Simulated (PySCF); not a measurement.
Computed properties of C10H7N3, SMILES C1=CC2=NC=CC3=NC=CC(=C1)N23

C10H7N3, SMILES C1=CC2=NC=CC3=NC=CC(=C1)N23. Geometry: B3LYP-D3(BJ)/def2-SVP. The values are those of a single conformer. All values are computed for the isolated molecule unless a solvent is named; none is compared with measurement here.

**Structure.** The optimised structure has Cs symmetry. All 54 harmonic modes at B3LYP-D3(BJ)/def2-SVP (PySCF) are real, so it is a minimum. With heavy atoms numbered as in [CH:1]1=[CH:2][C:3]2=[N:4][CH:5]=[CH:6][C:7]3=[N:8][CH:9]=[CH:10][C:11](=[CH:12]1)[N:13]23, the shortest bond between them is C7–N8 at 1.322 Å and the longest C10–C11 at 1.428 Å.

**Vibrations.** The strongest infrared lines (harmonic, unscaled, degenerate partners summed) lie at 1685 cm⁻¹ (678 km/mol, C 84 %, N 12 %), 1694 cm⁻¹ (572 km/mol, C 85 %, N 11 %), 1627 cm⁻¹ (105 km/mol, C 75 %, N 18 %). The softest mode is at 129 cm⁻¹ and the zero-point energy is 95.8 kcal/mol.

**Electronic structure.** B3LYP/def2-SVP (PySCF) places the frontier levels at -5.00 and -2.18 eV, a gap of 2.82 eV, and gives a dipole moment of 2.29 D and a mean polarisability of 131.0 bohr³. PBE/def2-SVP (PySCF) at the same geometry gives -4.46 and -2.83 eV, so its gap is 1.19 eV narrower. An orbital gap is neither the optical nor the fundamental gap.

**Excitations.** TDA-B3LYP/def2-SVP (PySCF) has S1 at 1.88 eV (658 nm, f = 0.001, dark); the most intense of the 6 singlets computed lies at 4.02 eV (f = 0.21). T1 (TDA) is at 1.61 eV, 0.27 eV under S1. TDA-PBE/def2-SVP (PySCF) puts S1 at 1.77 eV.

**NMR.** GIAO shifts at PBE0/pcSseg-1 (PySCF) (non-relativistic, atoms alike by connectivity averaged): ¹³C from 108.7 to 170.1 ppm against TMS; ¹H from 4.5 to 6.6 ppm against TMS.

**Solvation.** SMD-M06-2X/def2-SVP (PySCF) gives -8.2 kcal/mol in water, -13.4 kcal/mol in dichloromethane, -9.6 kcal/mol in 1-octanol (1 M in both phases, gas-phase geometry); of these solvents dichloromethane holds the molecule best.
